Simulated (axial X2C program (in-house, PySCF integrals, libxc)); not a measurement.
## Bond lengths and stretching modes, held linear, of GaCO

Computed with an in-house all-electron X2C program for linear molecules (integrals from PySCF): two-component X2C with atomic mean-field Coulomb and Gaunt terms, Gaussian nuclei, basis Ga dyall-v3z, C dyall-v3z, O dyall-av3z with contracted cores. Spin-free rows use the one-electron spin-free X2C Hamiltonian.

Masses Ga 68.926, C 12.000, O 15.995 u. States: 2c Ω = 1/2 (beyond evenly filled blocks: ω = 1/2); spin-free M_S = 1/2, Λ = 1 (beyond evenly filled blocks: π+α).

TPSSh, 2c: energies above the lowest point

| r(Ga–C) (Å) | r(C–O) (Å) | E (meV) |
| --- | --- | --- |
| 2.1431 | 1.1173 | 78.61 |
| 2.1431 | 1.1460 | 10.32 |
| 2.1431 | 1.1746 | 27.09 |
| 2.1980 | 1.1173 | 63.54 |
| 2.1980 | 1.1460 | 0.00 |
| 2.1980 | 1.1746 | 21.17 |
| 2.1980 | 1.2033 | 111.30 |
| 2.2529 | 1.1173 | 61.43 |
| 2.2529 | 1.1460 | 2.68 |
| 2.2529 | 1.1746 | 28.32 |
| 2.3079 | 1.1460 | 14.97 |
| 2.3079 | 1.2033 | 143.62 |

Question: Fit a quadratic surface with cubic terms in each bond: where is the minimum, and what are the two stretching wavenumbers?

Answer: At TPSSh, 2c: bonds 2.209 and 1.152 Å; harmonic stretches 235.9 and 1961.2 cm⁻¹; force constants 0.653, 15.8 and coupling 0.45 mdyn/Å.

The other levels and Hamiltonians give:

| Hamiltonian | level | r(Ga–C) (Å) | r(C–O) (Å) | lower stretch (cm⁻¹) | upper stretch (cm⁻¹) |
| --- | --- | --- | --- | --- | --- |
| 2c | PBE0 | 2.198 | 1.145 | 232.6 | 2004.5 |
| spin-free | PBE0 | 2.194 | 1.145 | 235.3 | 2002.0 |
| spin-free | TPSSh | 2.205 | 1.152 | 238.2 | 1958.9 |

Each state is one determinant, the lowest of a limited PBE0 search; the stretches come from a fit to these few points and carry an uncertainty of a few per cent. Other orders of the atoms were not compared. Left out for rough or failed fits: HF 2c, MP2 2c, HF spin-free, MP2 spin-free. The molecule was held linear; bending was not examined, so a bent shape may lie lower. Note: functional without a current term on a determinant with orbital currents, of the molecule or an atom.
